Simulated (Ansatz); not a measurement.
Pulling on the Be1–H2 bond in BeH2Se (SMILES [BeH][SeH]) (multiplicity 1 held, fragments rigid). Energies count from the point at 1.326 Å.
Geometry at that point (charge 0, multiplicity 1):
```xyz
4

Be    -0.6897    -0.7607    -1.4180
H     -1.2093    -1.3411    -2.4906
Se     0.0918     0.1603     0.2240
H      0.8465    -1.0648     0.5466
```

Active spaces are followed from a long bond inwards. Levels need not reach the same state.

Frozen-core correlation. Filled d and f shells under p-block atoms count as core.

The values were computed with Ansatz (Gaussian orbitals). 

**Question.** What is the computed energy at R = 4.242 Å (CASSCF(2,2)/aug-cc-pVDZ)?

**Answer.** 81.2 kcal/mol

**Question.** What energy at R = 4.242 Å does FIC-MRCISD on CASSCF(2,2)/aug-cc-pVDZ give?

**Answer.** 90.5 kcal/mol

**Question.** Estimate the energy at R = 4.242 Å that FIC-MRCISD+Q on CASSCF(2,2)/aug-cc-pVDZ returns for this input.

**Answer.** 91.7 kcal/mol

Ansatz is an electronic-structure program.
